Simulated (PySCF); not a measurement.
## Unknown compound

Molecular formula: C₄H₇N₃OSi. Simulated spectra:

¹H NMR (400 MHz, computed): δ 12.39 (t, 1H), 11.31 (br s, 1H), 7.72 (s, 1H), 4.43 (m, 2H), 2.66 (t, 2H).

¹³C{¹H} NMR (computed): δ 252.8 (CH), 155.6 (C), 155.2 (CH), 9.6 (CH2).

[PySCF 2.14.0 with density-fitted response routines: shielding tensors at PBE0/pcSseg-1 (GIAO); geometry from GFN2-xTB; single conformer; non-relativistic Hamiltonian; no solvent; averaged over atoms made equivalent by symmetry, fast rotation or ring inversion]

δ = σ(ref) − σ, references computed at the same level: ¹H, ¹³C vs TMS.

Which of these isomers gave the spectra?
A. CC(=O)c1n[nH]nc1[SiH3]
B. C=Cc1n[nH]c(O[SiH3])n1
C. N[SiH2]n1cnc(C=O)c1
D. O=C[SiH2]Cc1ncn[nH]1
E. CC(=O)c1cnn([SiH3])n1
F. O[SiH2]Nc1cncnc1

## Answers

D. 

Rings plus π bonds: 4 (1 ring in the answer). 4 carbon signals for 4 carbons: no two carbons are equivalent. Carbon types of the structure: 1 × C, 2 × CH, 1 × CH2, leaving 3 H on heteroatoms. δC 252.8: carbonyl carbon. δC 155.6: substituted aromatic carbon next to a ring nitrogen. δC 155.2: aromatic CH between two ring heteroatoms. δH 12.39: hydrogen on a carbonyl carbon. δH 11.31: hydrogen on a pyrrole-type ring nitrogen; exchangeable, gas-phase position.

The others: CC(=O)c1n[nH]nc1[SiH3] would give 2 signals for carbon-bound and other non-exchanging H, not 4; N[SiH2]n1cnc(C=O)c1 has carbons computed at 193.1, 151.0, 142.2, 128.7, with a different DEPT pattern; CC(=O)c1cnn([SiH3])n1 would give 3 signals for carbon-bound and other non-exchanging H, not 4; C=Cc1n[nH]c(O[SiH3])n1 has carbons computed at 163.5, 163.2, 135.3, 127.0, with a different DEPT pattern; O[SiH2]Nc1cncnc1 would give 3 carbon signals, not 4.

OH and NH positions are those of a molecule without intermolecular hydrogen bonds; in solution they move with solvent, concentration and temperature, and exchange usually removes their couplings. Shifts are as computed. Against solution values, carbons near 30 ppm lie about +3 ppm off and those near 130 ppm about +5 ppm. Of 1309 compounds with measured shifts, 239 miss one by over three times the rms of a fit or turn the order of signals round; such compounds aren't used in these exercises. No couplings were computed; multiplicities are counted from neighbouring protons, with m where these are inequivalent, close in shift, in a saturated or five-membered ring or joined by F or P, and br s for small geminal =CH2 splittings.
